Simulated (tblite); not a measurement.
Species: C₄H₇P₂Si (charge -1).
Numbering: `[CH3:1][c:2]1[p:3][c:4]([SiH3:5])[cH:6][p-:7]1` (hydrogens: H8, H9, H10 on C1; H11, H12, H13 on Si5; H14 on C6)
Bond orders are those of one Lewis drawing.

Computed with GFN2-xTB (tblite), gas phase: L-BFGS steps from a force-field or distance-geometry start until the largest atomic force falls under 0.01 eV/Å.

Step 17: E = -519.2061 eV
```
atom  x, y, z in Å  |  force x, y, z in eV/Å
C1      2.9767    0.3618    0.2031    0.024   0.005   0.001
C2      1.5295   -0.0417    0.1217    0.009  -0.007   0.005
P3      0.2733    1.1369   -0.0826    0.003   0.010  -0.005
C4     -1.0350   -0.0470   -0.0819   -0.017  -0.008   0.007
Si5    -2.8002    0.5005   -0.2681    0.037  -0.026   0.006
C6     -0.6448   -1.3590    0.0674    0.012  -0.004  -0.002
P7      1.0494   -1.7140    0.2330   -0.021  -0.058   0.003
H8      3.5579   -0.1081   -0.5932    0.009   0.002  -0.030
H9      3.0723    1.4442    0.1124    0.002   0.025  -0.003
H10     3.4145    0.0512    1.1541    0.006   0.007   0.031
H11    -3.0698    1.1955   -1.5414   -0.018   0.014   0.013
H12    -3.2506    1.4124    0.8012   -0.014   0.006  -0.022
H13    -3.7148   -0.6559   -0.2322   -0.007  -0.016   0.002
H14    -1.3590   -2.1774    0.0844   -0.025   0.050  -0.008
```

Step 18: E = -519.2064 eV
```
atom  x, y, z in Å  |  force x, y, z in eV/Å
C1      2.9774    0.3620    0.2031    0.009   0.001   0.000
C2      1.5297   -0.0428    0.1220    0.011  -0.005   0.003
P3      0.2730    1.1359   -0.0827    0.025   0.013  -0.002
C4     -1.0356   -0.0470   -0.0816    0.006  -0.006   0.006
Si5    -2.8003    0.5003   -0.2682    0.040  -0.029   0.009
C6     -0.6446   -1.3586    0.0672    0.006  -0.016   0.001
P7      1.0493   -1.7158    0.2332   -0.025  -0.026   0.000
H8      3.5580   -0.1078   -0.5944    0.005   0.010  -0.008
H9      3.0721    1.4451    0.1123    0.001   0.005  -0.001
H10     3.4145    0.0518    1.1553    0.006   0.011   0.008
H11    -3.0700    1.1956   -1.5400   -0.021   0.020  -0.004
H12    -3.2505    1.4121    0.7998   -0.019   0.015  -0.007
H13    -3.7133   -0.6563   -0.2320   -0.017  -0.025   0.001
H14    -1.3604   -2.1751    0.0840   -0.027   0.031  -0.006
```

Problem. Estimate the geometry and energy of step 19. (The exact step hangs on the optimiser's Hessian estimate; all steps are aligned on step 18, rigid shifts and turns removed.)

Solution. E = -519.2066 eV, largest force 0.036 eV/Å
```
atom  x, y, z in Å  |  force x, y, z in eV/Å
C1      2.9779    0.3622    0.2031   -0.003  -0.002   0.000
C2      1.5298   -0.0437    0.1222    0.012  -0.008   0.002
P3      0.2732    1.1355   -0.0828    0.036   0.005   0.002
C4     -1.0356   -0.0470   -0.0813    0.028   0.001   0.004
Si5    -2.7996    0.4997   -0.2681    0.021  -0.022   0.006
C6     -0.6445   -1.3585    0.0671   -0.001  -0.015   0.001
P7      1.0487   -1.7176    0.2333   -0.014   0.004  -0.001
H8      3.5581   -0.1073   -0.5954    0.002   0.015   0.008
H9      3.0716    1.4457    0.1121   -0.001  -0.010   0.000
H10     3.4145    0.0524    1.1561    0.006   0.014  -0.010
H11    -3.0703    1.1961   -1.5392   -0.019   0.017  -0.006
H12    -3.2506    1.4123    0.7988   -0.019   0.015  -0.003
H13    -3.7118   -0.6575   -0.2318   -0.017  -0.024   0.001
H14    -1.3621   -2.1728    0.0836   -0.030   0.012  -0.005
```

The energy changes by -0.0002 eV. The first-order estimate −F·Δx gives -0.0003 eV and the mean of the old and new forces, exact on a quadratic surface, -0.0002 eV. The step makes an angle of 51° with the force vector and moves no atom by more than 0.003 Å.

What follows is the cost of the whole relaxation. Hardware: Arm Neoverse V1, one thread, shared host with 32 logical CPUs at a one-minute load of 22. Cost: 0.24 s of wall time.
